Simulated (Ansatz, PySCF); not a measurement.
C4H12OSi, SMILES C[Si@@H](CC)OC. Atoms are numbered in the order given.

```xyz
18

C     -2.2204    -1.1020    -0.0082
C     -1.4274     0.0286    -0.6756
Si    -0.0063     0.6575     0.3840
C      0.9841     1.9570    -0.5392
O      0.9715    -0.6259     0.8391
C      1.6525    -1.4391    -0.0806
H     -2.6718    -0.7651     0.9395
H     -1.5672    -1.9558     0.2340
H     -3.0352    -1.4724    -0.6511
H     -2.0881     0.8832    -0.9094
H     -1.0211    -0.3052    -1.6479
H     -0.5255     1.2083     1.6677
H      1.3631     1.5696    -1.4991
H      0.3573     2.8371    -0.7588
H      1.8461     2.2942     0.0584
H      2.2167    -2.2080     0.4709
H      2.3733    -0.8633    -0.6920
H      0.9594    -1.9576    -0.7709
```
Charge 0, spin multiplicity 1.

Coordinates come from a ωB97X-D3(BJ)/def2-SVP optimisation. The structure was generated by enumeration; whether it is a known compound was not checked. The values are those of a single conformer.

Two levels are set side by side: PBE-D3(BJ)/def2-SVP (Ansatz, a first-principles code) and ωB97X-D3(BJ)/def2-SVP (PySCF). Each level has its own optimised geometry; the coordinates shown are those of the second. Frequencies come from the Hessian of PySCF at each geometry. Differences are taken from unrounded values.

| quantity | ωB97X-D3(BJ) | PBE-D3(BJ) | PBE-D3(BJ) minus ωB97X-D3(BJ) |
|---|---|---|---|
| mean bond length (Å) | 1.294 | 1.303 | 0.009 |
| bond C1–C2 (Å) | 1.534 | 1.535 | 0.001 |
| bond C2–Si3 (Å) | 1.881 | 1.894 | 0.013 |
| bond Si3–C4 (Å) | 1.877 | 1.887 | 0.010 |
| bond Si3–O5 (Å) | 1.676 | 1.693 | 0.017 |
| bond O5–C6 (Å) | 1.404 | 1.410 | 0.006 |
| bond C1–H7 (Å) | 1.102 | 1.110 | 0.007 |
| bond C1–H8 (Å) | 1.102 | 1.109 | 0.007 |
| bond C1–H9 (Å) | 1.102 | 1.110 | 0.008 |
| bond C2–H10 (Å) | 1.105 | 1.113 | 0.008 |
| bond C2–H11 (Å) | 1.105 | 1.113 | 0.008 |
| bond Si3–H12 (Å) | 1.490 | 1.503 | 0.013 |
| bond C4–H13 (Å) | 1.102 | 1.109 | 0.007 |
| bond C4–H14 (Å) | 1.103 | 1.110 | 0.007 |
| bond C4–H15 (Å) | 1.102 | 1.109 | 0.007 |
| bond C6–H16 (Å) | 1.102 | 1.110 | 0.009 |
| bond C6–H17 (Å) | 1.107 | 1.116 | 0.009 |
| highest harmonic wavenumber (cm⁻¹) | 3170 | 3077 | -93 |
| mean harmonic wavenumber (cm⁻¹) | 1415 | 1360 | -55 |
| zero-point energy (kcal/mol) | 97.09 | 93.34 | -3.74 |

Exact exchange shortens and stiffens bonds; PBE has none. Differences between two approximate levels are no errors against the true value.
